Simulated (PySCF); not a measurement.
Sn(OMe)2(SMe)2, SMILES [Sn]([S]C)([O]C)([O]C)[S]C (C₄H₁₂O₂S₂Sn) (GFN2-xTB optimised geometry):

```
21

C      2.402    -0.433     1.124
O      1.580    -0.301     0.000
Sn    -0.482    -0.301     0.000
O     -0.932    -0.903    -1.911
C     -0.212    -1.839    -2.663
S     -1.350    -1.848     1.709
C     -3.148    -1.678     1.479
S     -1.489     1.932     0.000
C     -1.115     2.536    -1.672
H      2.163    -1.323     1.712
H      2.357     0.447     1.770
H      3.420    -0.535     0.739
H     -0.324    -2.852    -2.269
H      0.849    -1.590    -2.720
H     -0.635    -1.804    -3.670
H     -3.463    -0.670     1.727
H     -3.420    -1.932     0.461
H     -3.592    -2.387     2.170
H     -1.468     1.821    -2.405
H     -0.049     2.706    -1.773
H     -1.656     3.472    -1.767
```

Computed with PySCF 2.14.0 with PBE0/def2-SVP, def2 effective core potentials past Kr.

Task: What are the frontier orbital energies and the dipole moment?

Result: HOMO-2 -7.34 eV, HOMO-1 -7.07 eV, HOMO -6.95 eV, LUMO -2.02 eV, LUMO+1 0.00 eV; dipole moment 0.74 D.

On the same geometry PBE/def2-SVP, def2 effective core potentials past Kr (PySCF 2.14.0) gives HOMO-2 -5.76 eV, HOMO-1 -5.69 eV, HOMO -5.62 eV, LUMO -2.80 eV, LUMO+1 -0.81 eV; dipole moment 0.67 D.
